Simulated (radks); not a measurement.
Initial-state core-level shifts of the platinum ion Pt+ when its valence configuration changes from [Xe] 4f14 5d9. Calculated with a radial shooting solver on a logarithmic mesh with Libxc functionals: Dirac Kohn-Sham, BLYP, spin-unpolarised, spherical densities, point nucleus; open shells fill j = l - 1/2 first. Shifts are changes of the shell-averaged eigenvalues in eV (positive: less bound).

| valence | 1s | 2s | 4d | 5s |
|---|---|---|---|---|
| 4f12 5d9 6s2 | -30.389 | -33.078 | -30.507 | -14.807 |
| 4f13.5 5d9 6p0.5 | -7.848 | -8.465 | -7.947 | -4.191 |
| 4f12 5d8.5 6s2 6p0.5 | -32.926 | -35.707 | -33.087 | -17.259 |
| 4f10 5d9 6s2 6p2 | -67.386 | -73.183 | -66.714 | -33.594 |
| 4f12 5d7 6s2 6p2 | -40.647 | -43.757 | -40.928 | -24.596 |
| 4f11.5 5d9 6s2 6p0.5 | -39.328 | -42.749 | -39.337 | -19.438 |
| 4f13 5d9 6s1 | -14.635 | -15.925 | -14.797 | -7.168 |
| 4f14 5d8.5 6s0.5 | -1.411 | -1.483 | -1.470 | -1.422 |
| 4f14 5d8 6s1 | -2.896 | -3.045 | -3.013 | -2.907 |
